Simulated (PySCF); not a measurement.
Isomers of C11H14, from PBE0-D3(BJ)/def2-SVP geometry optimisation, gas phase (PySCF 2.14.0). One conformer each, no zero-point energy, no frequencies.

Question: Which isomer lies lowest at this level?
A. `[CH3:1][CH2:2][C@@H:3]1[CH2:4][CH2:5][c:6]2[cH:7][cH:8][cH:9][cH:10][c:11]21` with C1–C2–C3–C4 -62°, C2–C3–C4–C5 -154°, C3–C4–C5–C6 28°, C4–C5–C6–C7 163°, C2–C3–C11–C10 -38°: A = 2197, B = 804.8, C = 608.3 MHz, dipole 0.61 D
B. `C#C[C@@H]1C[C@H]2C=C[C@]1(C)CC2`: A = 1726, B = 1119, C = 935.0 MHz, dipole 0.56 D
C. `[CH2:1]=[C:2]([CH2:3][CH2:4][CH3:5])[c:6]1[cH:7][cH:8][cH:9][cH:10][cH:11]1` with C1–C2–C3–C4 117°, C2–C3–C4–C5 179°, C1–C2–C6–C7 -36°: A = 1822, B = 691.3, C = 570.4 MHz, dipole 0.41 D
D. `[CH3:1][CH2:2][CH2:3]/[CH:4]=[CH:5]\[c:6]1[cH:7][cH:8][cH:9][cH:10][cH:11]1` with C1–C2–C3–C4 180°, C2–C3–C4–C5 -139°, C4–C5–C6–C7 145°: A = 2294, B = 515.2, C = 458.1 MHz, dipole 0.43 D
E. `[CH3:1][CH2:2][CH2:3][C@@:4]12[CH:5]=[CH:6][C@@H:7]([CH:8]=[CH:9]1)[CH:10]=[CH:11]2` with C1–C2–C3–C4 180°, C2–C3–C4–C5 -61°: A = 2594, B = 724.6, C = 713.9 MHz, dipole 0.10 D

Answer: A. That is `CC[C@@H]1CCc2ccccc21` (1-ethylindane), 22.3 kcal/mol below the next.

```csv
SMILES,mapped SMILES,E (Eh),relative (kcal/mol),relative (kJ/mol),dipole (D)
CC[C@@H]1CCc2ccccc21,[CH3:1][CH2:2][C@@H:3]1[CH2:4][CH2:5][c:6]2[cH:7][cH:8][cH:9][cH:10][c:11]21,-426.82494,0.0,0.0,0.61
C=C(CCC)c1ccccc1,[CH2:1]=[C:2]([CH2:3][CH2:4][CH3:5])[c:6]1[cH:7][cH:8][cH:9][cH:10][cH:11]1,-426.78940,22.3,93.3,0.41
CCC/C=C\c1ccccc1,[CH3:1][CH2:2][CH2:3]/[CH:4]=[CH:5]\[c:6]1[cH:7][cH:8][cH:9][cH:10][cH:11]1,-426.78816,23.1,96.6,0.43
CCCC12C=CC(C=C1)C=C2,[CH3:1][CH2:2][CH2:3][C@@:4]12[CH:5]=[CH:6][C@@H:7]([CH:8]=[CH:9]1)[CH:10]=[CH:11]2,-426.72726,61.3,256.5,0.10
C#C[C@@H]1C[C@H]2C=C[C@]1(C)CC2,[CH:1]#[C:2][C@@H:3]1[CH2:4][C@H:5]2[CH:6]=[CH:7][C@:8]1([CH3:9])[CH2:10][CH2:11]2,-426.72442,63.1,263.9,0.56
```

As drawn, the lowest has an aromatic ring, which the highest lacks; the highest has a C≡C bond, a C=C bond outside aromatic rings and a quaternary carbon, which the lowest lacks.
